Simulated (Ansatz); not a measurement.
Reaction (cleavage of the Si–Ge bond): `[F][GeH2][SiH2][SiH3]` + NH₃ → `N[SiH2][SiH3]` + `[F][GeH3]`

Gas-phase electronic energies from Ansatz, PBE0-D4/def2-TZVP geometries. CCSD(T)/CBS is the MP2 limit (def2-TZVPP, def2-QZVPP) plus CCSD(T) − MP2 in def2-TZVPP, frozen cores. This one scheme is used for every species. Functionals use def2-TZVPP. For Ge outer-core shells are correlated without core-valence functions, which leaves a few kJ/mol of doubt a bond. Scalar relativity is left out up to krypton. Each species was taken in one conformer, which may not be the lowest.

| level | ΔE (kJ/mol) |
| --- | --- |
| B2PLYP | -20.2 |
| MP2/def2-QZVPP | -20.0 |
| HF/CBS(def2) | -38.4 |
| MP2/CBS(def2) | -18.6 |

(1) What does CCSD(T)/CBS give? (An estimate is asked.)

Largest T1 diagnostic among the species: 0.013.

Answers

(1) Computed: -14.2 kJ/mol. The listed levels differ from it by -6.0, -5.8, -24.2, -4.4 kJ/mol.

In def2-TZVPP, CCSD(T) changes the Hartree–Fock value by +20.5 kJ/mol (the triples alone add +2.8 kJ/mol) and MP2 by +16.0 kJ/mol. The D4 term adds +4.0 kJ/mol with B3LYP and +2.5 kJ/mol with PBE0; it sums over pairs of atoms, weighted by their polarisabilities, and B3LYP, whose exchange is more repulsive, gets the larger term.

B3LYP here is the variant with VWN-RPA as its local correlation; programs differ in this.
